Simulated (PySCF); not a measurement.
## `[H]/N=C1/C[C@@H]([SeH])[C@H]1C`, C₅H₉NSe

Geometry:
```tsv
atom	x (Å)	y (Å)	z (Å)
C1	-0.970	1.426	-0.436
C2	-0.331	0.486	0.575
C3	-0.773	-0.962	0.422
N4	-1.802	-1.632	0.644
C5	0.567	-1.392	-0.097
C6	1.100	0.008	0.251
Se7	2.058	0.985	-1.187
H8	-2.021	1.581	-0.201
H9	-0.464	2.392	-0.422
H10	-0.897	1.010	-1.440
H11	-0.448	0.892	1.584
H12	-2.594	-1.112	1.017
H13	1.026	-2.234	0.417
H14	0.546	-1.609	-1.165
H15	1.761	0.018	1.119
H16	3.233	0.152	-1.091
```

Computed with TDDFT BHandHLYP/aug-cc-pVDZ circular dichroism and optical rotation, one conformer, gas phase (PySCF). Geometry: GFN2-xTB.

The molecule is flexible and this is one conformer; a measurement averages over conformers. The calculation is non-relativistic, which matters for the atoms heavier than Zn.

(1) Assign R or S to each stereocentre.

(2) List the lowest 8 singlet excitations with oscillator and rotatory strengths.

## Answers

(1) C2 S, C6 R.

(2) Rotatory strengths R in 10⁻⁴⁰ esu² cm², velocity form and length form (origin at the centre of mass); f in length form.
| state | E (eV) | λ (nm) | f | R (velocity) | R (length) | main |
| --- | --- | --- | --- | --- | --- | --- |
| 1 | 5.02 | 247 | 0.0008 | -2.8 | -2.8 | HOMO→LUMO+1 0.31, HOMO→LUMO+2 0.27 |
| 2 | 5.27 | 235 | 0.003 | +0.9 | +0.8 | HOMO−1→LUMO+2 0.20, HOMO−1→LUMO 0.17 |
| 3 | 5.45 | 227 | 0.026 | -8.0 | -8.0 | HOMO→LUMO 0.61, HOMO→LUMO+2 0.23 |
| 4 | 6.26 | 198 | 0.007 | +6.1 | +6.1 | HOMO→LUMO+3 0.49, HOMO→LUMO 0.19 |
| 5 | 6.55 | 189 | 0.010 | +17.1 | +17.3 | HOMO→LUMO+3 0.31, HOMO→LUMO+1 0.28 |
| 6 | 6.67 | 186 | 0.021 | +45.3 | +45.5 | HOMO→LUMO+6 0.29, HOMO→LUMO+1 0.14 |
| 7 | 6.74 | 184 | 0.056 | -44.8 | -45.1 | HOMO−1→LUMO 0.41, HOMO−1→LUMO+2 0.24 |
| 8 | 6.90 | 180 | 0.012 | +15.8 | +16.5 | HOMO→LUMO+4 0.52, HOMO→LUMO+5 0.10 |

Among the states computed, the strongest CD band (largest |R|) is state 6. The largest dissymmetry factor in size, g = 4R/(D+G), with D and G the electric and magnetic dipole strengths, is -0.028 for state 1 (velocity form, f = 0.0008), among bands with |R| over 0.5. The mirror image has the same energies and oscillator strengths and all R with the opposite sign.
